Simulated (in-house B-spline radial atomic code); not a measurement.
A run on an ion of nuclear charge 66 with 66.5 electrons that did not converge. Method: scalar-relativistic (X2C) TPSSh, spin-polarised, spherical fractional occupations, Fermi nucleus of rms radius 5.2218 fm; computed with a B-spline radial code for spherical atoms.

Command:
```bash
python run_scf.py task.json out
```
Settings (nuclear radius in fm, mass in u):
```
Z                66
configuration    [Xe] 4f10.5 6s2
hamiltonian      x2c
method           tpssh
spin_polarised   True
nucleus          fermi
rms_radius       5.2218
atomic_mass      163.92918
speed_of_light   137.035999084
```

First and last ten iterations of the last attempt (damped for 15 steps, keeping 80 % of the old Fock matrix, then DIIS):
```
 iter        energy (Eh)    residual
    1      -12102.411212    6.16e-01
    2      -12109.454251    1.36e+00
    3      -12132.325763    8.45e-01
    4      -12144.811874    5.40e-01
    5      -12151.122396    3.49e-01
    6      -12154.048359    2.25e-01
    7      -12155.302212    1.47e-01
    8      -12155.822693    9.15e-02
    9      -12156.052651    6.38e-02
   10      -12156.168352    4.60e-02
  111      -12100.445626    6.15e-01
  112      -12151.726948    1.98e-01
  113      -12151.725107    1.98e-01
  114      -12151.725053    1.98e-01
  115      -12151.716550    1.99e-01
  116      -12131.051466    4.16e-01
  117      -11780.042126    1.39e+00
  118      -11893.879646    1.16e+00
  119      -11893.698632    1.16e+00
  120      -11893.942735    1.15e+00
 not converged after 120 iterations
```

The smallest residual met was 1.9e-02; the threshold is about 7e-07. No energy from this run should be used. The likely cause: this method binds the added charge weakly or not at all at the basis-set limit, so charge moves back and forth between the atom and the box. Time taken, with all properties: 11 s on 1 thread of Arm Neoverse N1, with other jobs on the host.
